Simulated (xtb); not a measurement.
xtb job for Re(O)3(OH) (HO4Re), SMILES [O]=[Re](=[O])(=[O])[OH], multiplicity 1, GFN2-xTB. 

```
$ xtb mol.xyz --gfn 2 --sp --chrg 0 --uhf 0 --json
$ cat mol.xyz
6

Re     0.00000000    -0.00000000    -0.01018573
O     -1.32732669     0.76633242    -0.66656062
O      1.32732668     0.76633242    -0.66656065
O     -0.00000001    -1.53266484    -0.66656063
O      0.00000001     0.00000000     1.75616744
H      0.00000002    -0.00000000     2.71204546
```

Output:

```
[banner left out]
          |                Calculation Setup                |
           -------------------------------------------------



           -------------------------------------------------
          |                 G F N 2 - x T B                 |
           -------------------------------------------------

        Reference                      10.1021/acs.jctc.8b01176
      * Hamiltonian:
        H0-scaling (s, p, d)           1.850000    2.230000    2.230000
        zeta-weighting                 0.500000
      * Dispersion:
        s8                             2.700000
        a1                             0.520000
        a2                             5.000000
        s9                             5.000000
      * Repulsion:
        kExp                           1.500000    1.000000
        rExp                           1.000000
      * Coulomb:
        alpha                          2.000000
        third order                    shell-resolved
        anisotropic                    true
        a3                             3.000000
        a5                             4.000000
        cn-shift                       1.200000
        cn-exp                         4.000000
        max-rad                        5.000000


          ...................................................
          :                      SETUP                      :
          :.................................................:
          :  # basis functions                  27          :
          :  # atomic orbitals                  26          :
          :  # shells                           12          :
          :  # electrons                        32          :
          :  max. iterations                   250          :
          :  Hamiltonian                  GFN2-xTB          :
          :  restarted?                      false          :
          :  GBSA solvation                  false          :
          :  PC potential                    false          :
          :  electronic temp.          300.0000000     K    :
          :  accuracy                    1.0000000          :
          :  -> integral cutoff          0.2500000E+02      :
          :  -> integral neglect         0.1000000E-07      :
          :  -> SCF convergence          0.1000000E-05 Eh   :
          :  -> wf. convergence          0.1000000E-03 e    :
          :  Broyden damping             0.4000000          :
          :  net charge                          0          :
          :  unpaired electrons                  0          :
          ...................................................

 iter      E             dE          RMSdq      gap      omega  full diag
   1    -19.8936430 -0.198936E+02  0.865E+00    3.27       0.0  T
   2    -19.8795276  0.141154E-01  0.882E+00    4.63       1.0  T
   3    -20.0527607 -0.173233E+00  0.470E+00    3.74       1.0  T
   4    -20.0534679 -0.707214E-03  0.284E+00    3.86       1.0  T
   5    -20.0557301 -0.226220E-02  0.160E+00    3.82       1.0  T
   6    -20.0563126 -0.582584E-03  0.846E-01    3.87       1.0  T
   7    -20.0564161 -0.103433E-03  0.198E-01    3.87       1.0  T
   8    -20.0564965 -0.803887E-04  0.925E-02    3.90       1.0  T
   9    -20.0565191 -0.226694E-04  0.135E-02    3.89       3.0  T
  10    -20.0565197 -0.580953E-06  0.324E-03    3.89      12.6  T
  11    -20.0565197 -0.189129E-07  0.308E-04    3.89     132.5  T
  12    -20.0565197 -0.264780E-09  0.230E-04    3.89     177.4  T

   *** convergence criteria satisfied after 12 iterations ***

         #    Occupation            Energy/Eh            Energy/eV
      -------------------------------------------------------------
         1        2.0000           -0.8174139             -22.2430
       ...           ...                  ...                  ...
        10        2.0000           -0.5540425             -15.0763
        11        2.0000           -0.5399604             -14.6931
        12        2.0000           -0.5126773             -13.9507
        13        2.0000           -0.5126772             -13.9507
        14        2.0000           -0.4979096             -13.5488
        15        2.0000           -0.4979096             -13.5488
        16        2.0000           -0.4848074             -13.1923 (HOMO)
        17                         -0.3419281              -9.3043 (LUMO)
        18                         -0.3419281              -9.3043
        19                         -0.2957066              -8.0466
        20                         -0.2581469              -7.0245
        21                         -0.2581469              -7.0245
       ...                                ...                  ...
        26                          0.7289710              19.8363
      -------------------------------------------------------------
                  HL-Gap            0.1428793 Eh            3.8879 eV
             Fermi-level           -0.4133678 Eh          -11.2483 eV

 SCC (total)                   0 d,  0 h,  0 min,  0.004 sec
 SCC setup                      ...        0 min,  0.000 sec (  1.341%)
 Dispersion                     ...        0 min,  0.000 sec (  0.416%)
 classical contributions        ...        0 min,  0.000 sec (  0.216%)
 integral evaluation            ...        0 min,  0.001 sec ( 17.586%)
 iterations                     ...        0 min,  0.002 sec ( 55.275%)
 molecular gradient             ...        0 min,  0.001 sec ( 23.165%)
 printout                       ...        0 min,  0.000 sec (  1.809%)

         :::::::::::::::::::::::::::::::::::::::::::::::::::::
         ::                     SUMMARY                     ::
         :::::::::::::::::::::::::::::::::::::::::::::::::::::
         :: total energy             -19.970506799610 Eh    ::
         :: gradient norm              0.000070855184 Eh/a0 ::
         :: HOMO-LUMO gap              3.887943974081 eV    ::
         ::.................................................::
         :: SCC energy               -20.056518674164 Eh    ::
         :: -> isotropic ES            0.087919371253 Eh    ::
         :: -> anisotropic ES          0.002578080134 Eh    ::
         :: -> anisotropic XC         -0.007970939082 Eh    ::
         :: -> dispersion             -0.003615421800 Eh    ::
         :: repulsion energy           0.086011874555 Eh    ::
         :: add. restraining           0.000000000000 Eh    ::
         :: total charge               0.000000000000 e     ::
         :::::::::::::::::::::::::::::::::::::::::::::::::::::

           -------------------------------------------------
          |                Property Printout                |
           -------------------------------------------------

    * Orbital Energies and Occupations

         #    Occupation            Energy/Eh            Energy/eV
      -------------------------------------------------------------
         1        2.0000           -0.8174139             -22.2430
       ...           ...                  ...                  ...
         4        2.0000           -0.7075763             -19.2541
         5        2.0000           -0.6481949             -17.6383
         6        2.0000           -0.5694422             -15.4953
         7        2.0000           -0.5694422             -15.4953
         8        2.0000           -0.5587448             -15.2042
         9        2.0000           -0.5540426             -15.0763
        10        2.0000           -0.5540425             -15.0763
        11        2.0000           -0.5399604             -14.6931
        12        2.0000           -0.5126773             -13.9507
        13        2.0000           -0.5126772             -13.9507
Note: The following floating-point exceptions are signalling: IEEE_DENORMAL
normal termination of xtb
        14        2.0000           -0.4979096             -13.5488
        15        2.0000           -0.4979096             -13.5488
        16        2.0000           -0.4848074             -13.1923 (HOMO)
        17                         -0.3419281              -9.3043 (LUMO)
        18                         -0.3419281              -9.3043
        19                         -0.2957066              -8.0466
        20                         -0.2581469              -7.0245
        21                         -0.2581469              -7.0245
        22                          0.0532639               1.4494
        23                          0.5724141              15.5762
        24                          0.6444368              17.5360
        25                          0.6444369              17.5360
        26                          0.7289710              19.8363
      -------------------------------------------------------------
                  HL-Gap            0.1428793 Eh            3.8879 eV
             Fermi-level           -0.4133678 Eh          -11.2483 eV

     #   Z          covCN         q      C6AA      α(0)
     1  75 Re       3.083     0.996   399.908    49.330
     2   8 O        0.771    -0.308    19.963     5.988
     3   8 O        0.771    -0.308    19.963     5.988
     4   8 O        0.771    -0.308    19.963     5.988
     5   8 O        1.575    -0.429    21.479     6.254
     6   1 H        0.806     0.358     0.569     1.185

 Mol. C6AA /au·bohr⁶  :       1430.022272
 Mol. C8AA /au·bohr⁸  :     103180.471537
 Mol. α(0) /au        :         74.734008


Wiberg/Mayer (AO) data.
largest (>0.10) Wiberg bond orders for each atom

 ---------------------------------------------------------------------------
     #   Z sym  total        # sym  WBO       # sym  WBO       # sym  WBO
 ---------------------------------------------------------------------------
     1  75 Re   7.457 --     2 O    2.067     4 O    2.067     3 O    2.067
                             5 O    1.226
     2   8 O    2.525 --     1 Re   2.067     4 O    0.174     3 O    0.174
                             5 O    0.106
     3   8 O    2.525 --     1 Re   2.067     2 O    0.174     4 O    0.174
                             5 O    0.106
     4   8 O    2.525 --     1 Re   2.067     2 O    0.174     3 O    0.174
                             5 O    0.106
     5   8 O    2.373 --     1 Re   1.226     6 H    0.829     2 O    0.106
                             4 O    0.106     3 O    0.106
     6   1 H    0.872 --     5 O    0.829
 ---------------------------------------------------------------------------

Topologies differ in total number of bonds
Writing topology from bond orders to xtbtopo.mol

molecular dipole:
                 x           y           z       tot (Debye)
 q only:       -0.000      -0.000       1.556
   full:       -0.000      -0.000       2.786       7.082
molecular quadrupole (traceless):
                xx          xy          yy          xz          yz          zz
 q only:       -3.546      -0.000      -3.546       0.000       0.000       7.093
  q+dip:       -4.495      -0.000      -4.495       0.000       0.000       8.989
   full:       -4.760      -0.000      -4.760       0.000       0.000       9.520


           -------------------------------------------------
          | TOTAL ENERGY              -19.970506799610 Eh   |
          | GRADIENT NORM               0.000070855184 Eh/α |
          | HOMO-LUMO GAP               3.887943974081 eV   |
           -------------------------------------------------

------------------------------------------------------------------------
------------------------------------------------------------------------
 total:
 SCF:
```

Self-consistency was reached.

Cost: very roughly 0.020 core-seconds.
